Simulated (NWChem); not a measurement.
SnHF, singlet; SMILES [F][SnH]

```xyz
3

Sn     0.0194     0.3047     0.0000
H     -1.7631     0.5104     0.0000
F     -0.0686    -1.6535     0.0000
```
Atoms are numbered in this order, from 1.

Low-valent species are run as closed-shell singlets; no triplet was tried in these runs. The geometry was optimised at PBE0/def2-SVP (def2 core potentials past Kr).

Spin-orbit effects, on the heavy nuclei and on their neighbours, are missing.

Q: Give the principal values of the shielding tensors (ppm) of Sn1, F3 from PBE/x2c-SVPall-s, scalar ZORA without spin-orbit coupling, GIAO (NWChem), with their diamagnetic and paramagnetic parts as GIAO splits them.

A: 
```
atom      σ11     σ22     σ33  isotropic  diamagnetic  paramagnetic
----  -------  ------  ------  ---------  -----------  ------------
Sn1   -1823.7  1941.7  2853.2      990.4       5060.7       -4070.3
F3     -466.4   -99.1   657.0       30.5        460.5        -430.0
```
